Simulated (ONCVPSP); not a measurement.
Lu: variants of one ONCV potential

Base potential:

lutetium (Lu), optimised norm-conserving Vanderbilt (ONCV), made with ONCVPSP 4.0.1 (PW91, scalar-relativistic). Core [Kr], reference 4d10 4f14 5s2 5p6 5d1 6s1.5 (charge +0.5). Waves: 5s+6s: rc 2.00 bohr, ncon 5, nbas 8, qcut 7.7 1/bohr, 2 projectors; 5p: rc 1.35 bohr, ncon 4, nbas 8, qcut 6.8 1/bohr, 2 projectors, debl 2.2 Ha; 4d+5d: rc 1.05 bohr, ncon 4, nbas 9, qcut 14.2 1/bohr, 2 projectors; 4f: rc 0.90 bohr, ncon 4, nbas 8, qcut 23 1/bohr, local. Local part: the f channel. Core correction: Teter function, fcfact 5.5, rcfact 1.1.

Cutoffs, loose and tight: the cutoffs (Ha) at which the residual kinetic energy of the hardest occupied pseudo-wave falls to 1 and 0.1 mHa per electron. They do not see the model core or the augmentation charge, which bear on the density cutoff. Test errors are all-electron minus pseudo excitation energies from the reference, over the configurations 4d10 4f14 5s2 5p6 5d1 6s2; 4d10 4f14 5s2 5p6 5d1 6s1; 4d10 4f14 5s2 5p6 5d1 6s0; 4d10 4f13 5s2 5p6 5d2 6s1. A dash means not determined; rows that change the core or the reference have their own tests.

A true bound ghost makes a file unfit for plane-wave use even where its test errors are small: the radial tests pick states by their node count and pass the ghost by.

```csv
change,outcome,"cutoff, loose","cutoff, tight",bound ghosts,GHOST(+) flags above zero,largest test error (meV)
base,generated,195 Ha,216 Ha,"s, p",s,+10
"core correction Teter function, fcfact 5.5, rcfact 0.98",generated,195 Ha,216 Ha,"s, p",s,+10
"core correction Teter function, fcfact 5.5, rcfact 1.08",generated,195 Ha,216 Ha,"s, p",s,+11
"core correction Teter function, fcfact 5.5, rcfact 1.22",generated,195 Ha,216 Ha,"s, p",s,+10
"core correction Teter function, fcfact 5.5, rcfact 1.32",generated,195 Ha,216 Ha,"s, p",s,+9.9
"core correction Teter function, fcfact 5.5, rcfact 1.5",generated,195 Ha,216 Ha,"s, p",s,+9.1
"core correction Teter function, fcfact 5.5, rcfact 1.66",generated,195 Ha,216 Ha,"s, p",s,+7.5
"core correction Teter function, fcfact 5.5, rcfact 1.8",generated,195 Ha,216 Ha,"s, p",s,-6.7
"core correction Teter function, fcfact 5.5, rcfact 1.88",generated,195 Ha,216 Ha,"s, p",s,-6.6
"core correction Teter function, fcfact 5.5, rcfact 2.02",generated,195 Ha,216 Ha,"s, p",s,-6.7
```

Reading the sweep of the rcfact (base included, trends over the rows without a ghost): Bound ghosts are found at 0.98, 1.08, 1.1, 1.22, 1.32, 1.5, 1.66, 1.8, 1.88, 2.02. Every judged row has one, so this setting neither creates nor removes them.
